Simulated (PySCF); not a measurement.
Molfile (atoms numbered from 1):
```
C8H10
     RDKit          3D

 18 18  0  0  0  0  0  0  0  0999 V2000
    2.9389   -0.1950    0.7719 C   0  0  0  0  0  0  0  0  0  0  0  0
    2.0136    0.1045    0.0747 C   0  0  0  0  0  0  0  0  0  0  0  0
    0.8717    0.4565   -0.7562 C   0  0  2  0  0  0  0  0  0  0  0  0
    0.0540    1.5043   -0.0464 C   0  0  0  0  0  0  0  0  0  0  0  0
   -1.1104    1.2532    0.5268 C   0  0  0  0  0  0  0  0  0  0  0  0
   -1.7590   -0.0961    0.5386 C   0  0  0  0  0  0  0  0  0  0  0  0
   -0.7619   -1.1933    0.1764 C   0  0  0  0  0  0  0  0  0  0  0  0
    0.0246   -0.7853   -1.0640 C   0  0  0  0  0  0  0  0  0  0  0  0
    3.7575   -0.4566    1.3735 H   0  0  0  0  0  0  0  0  0  0  0  0
    1.2601    0.8777   -1.6934 H   0  0  0  0  0  0  0  0  0  0  0  0
    0.4882    2.4940   -0.0119 H   0  0  0  0  0  0  0  0  0  0  0  0
   -1.6602    2.0485    1.0125 H   0  0  0  0  0  0  0  0  0  0  0  0
   -2.1898   -0.2857    1.5250 H   0  0  0  0  0  0  0  0  0  0  0  0
   -2.5889   -0.0945   -0.1773 H   0  0  0  0  0  0  0  0  0  0  0  0
   -1.2870   -2.1346    0.0012 H   0  0  0  0  0  0  0  0  0  0  0  0
   -0.0640   -1.3398    1.0039 H   0  0  0  0  0  0  0  0  0  0  0  0
    0.6728   -1.6006   -1.3919 H   0  0  0  0  0  0  0  0  0  0  0  0
   -0.6688   -0.5508   -1.8750 H   0  0  0  0  0  0  0  0  0  0  0  0
  1  2  3  0
  2  3  1  0
  3  4  1  0
  4  5  2  0
  5  6  1  0
  6  7  1  0
  7  8  1  0
  8  3  1  0
  1  9  1  0
  3 10  1  6
  4 11  1  0
  5 12  1  0
  6 13  1  0
  6 14  1  0
  7 15  1  0
  7 16  1  0
  8 17  1  0
  8 18  1  0
M  END
```

Geometry: GFN2-xTB; GIAO shifts from PySCF 2.14, gas phase, non-relativistic, averaged over equivalent atoms.

At X3LYP/pcSseg-0 (92 basis functions, 12 s wall time on 1 thread of an Arm Neoverse V2, shared host):
```csv
atoms,δ (ppm)
C5,138.2
C4,136.7
C2,90.7
C1,77.8
C8,32.8
C6,29.3
C3,28.0
C7,22.1
H11,5.72
H12,5.67
H10,2.92
H16,2.14
H14,2.06
H13,2.03
H17,1.99
H9,1.70
H15,1.63
H18,1.62
```

Shifts are taken against calculated references (same method and geometry level): TMS for ¹³C (σref 190.86) and ¹H (σref 33.34).

Question: Estimate the result of repeating the calculation with PBE0/def2-SVPD.

Answer: 
```csv
atoms,δ at PBE0/def2-SVPD,change
C5,127.0,-11.2
C4,125.2,-11.5
C2,82.8,-7.9
C1,66.5,-11.3
C8,29.8,-3.0
C6,27.2,-2.1
C3,27.1,-0.9
C7,20.2,-1.9
H11,6.08,+0.36
H12,6.13,+0.46
H10,3.17,+0.25
H16,2.23,+0.09
H14,2.13,+0.07
H13,2.15,+0.12
H17,2.07,+0.08
H9,1.46,-0.24
H15,1.72,+0.09
H18,1.72,+0.10
```

Shifts are taken against calculated references (same method and geometry level): ¹³C (194.14 ppm), ¹H (31.88 ppm) against TMS.

The largest change is at C4 (alkene CH). Cost: 240 basis functions, 43 s wall time on 1 thread of an Arm Neoverse V2, shared host. The order of the carbon signals is the same at both levels.
